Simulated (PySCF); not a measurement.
Electronic absorption of C5H7ClSSi

Compound: C5H7ClSSi.
Z-matrix (Å and degrees, GFN2-xTB geometry), rows numbered from 1:
```
Cl
C   1  1.7380
C   2  1.3375  1  118.10
C   3  1.4484  2  129.29  1  -179.88
C   4  1.3332  3  126.53  2    45.14
C   5  1.4889  4  124.07  3     0.23
Si  6  1.8996  5  107.48  4   -79.82
S   2  1.7623  1  110.07  3   172.75
H   3  1.0843  2  116.02  1     2.06
H   4  1.0826  3  114.13  2  -140.04
H   5  1.0805  4  119.44  3   179.88
H   6  1.0917  5  109.94  4    38.87
H   6  1.0873  5  110.68  4   158.51
H   7  1.4595  6  114.61  5  -172.74
H   7  1.4588  6  111.93  5   -43.79
```

The calculation used TDDFT PBE0/def2-SVPD, vertical, gas phase, core orbitals frozen in the response in PySCF 2.14.0, density-fitted response routines.

```tsv
state	E (eV)	E (hartree)	f	|μ| (D)	main configurations (H = HOMO, L = LUMO)
S1	4.37	0.1605	0.086	2.28	H→L (91%)
S2	4.85	0.1784	0.034	1.35	H→L+1 (90%)
S3	5.34	0.1964	0.032	1.26	H-1→L (77%), H→L+2 (17%)
S4	5.55	0.2039	0.040	1.38	H→L+2 (71%), H-1→L (14%)
S5	5.75	0.2113	0.0010	0.22	H→L+3 (59%), H→L+4 (24%)
S6	5.90	0.2168	0.0077	0.59	H-2→L (48%), H→L+3 (25%), H→L+4 (10%)
S7	5.96	0.2189	0.031	1.16	H-1→L+1 (73%), H→L+4 (14%)
S8	6.14	0.2256	0.028	1.10	H→L+4 (39%), H-2→L (18%), H→L+5 (13%)
```

Triplets, Tamm–Dancoff:

```
state  E (eV)  λ (nm)  main configurations (H = HOMO, L = LUMO)
   T1    3.06   405.4                                 H→L (89%)
   T2    4.25   292.0     H-1→L (36%), H→L+1 (18%), H→L+2 (13%)
   T3    4.45   278.8                  H→L+1 (66%), H-1→L (21%)
```

The lowest singlet lies at 4.37 eV (284 nm, ultraviolet) and is of moderate strength; its leading configuration is HOMO→LUMO (91%). The lowest level is also the most intense of those listed (f = 0.086). Löwdin shares by element: HOMO carbon 45% or more, sulfur 22% (atoms not listed hold the other 33%); LUMO carbon 65% or more (atoms not listed hold the other 35%). The listed states span 1.77 eV. Of the 8 states listed, 6 reach f = 0.01 and none stays under 0.0005. The oscillator strengths of these states sum to 0.259; summed over the whole spectrum of an exact calculation they would give the number of electrons, 84 (Thomas–Reiche–Kuhn). Singlets were solved by full linear response, triplets in the Tamm–Dancoff approximation.

The run took 1.8 min of wall time (with the writing of density and orbital grids) on one thread of an Arm Neoverse N1, shared host with 64 logical CPUs at a one-minute load of 60, and the process peaked at 1.0 GiB of memory.

One conformer stands for the species.
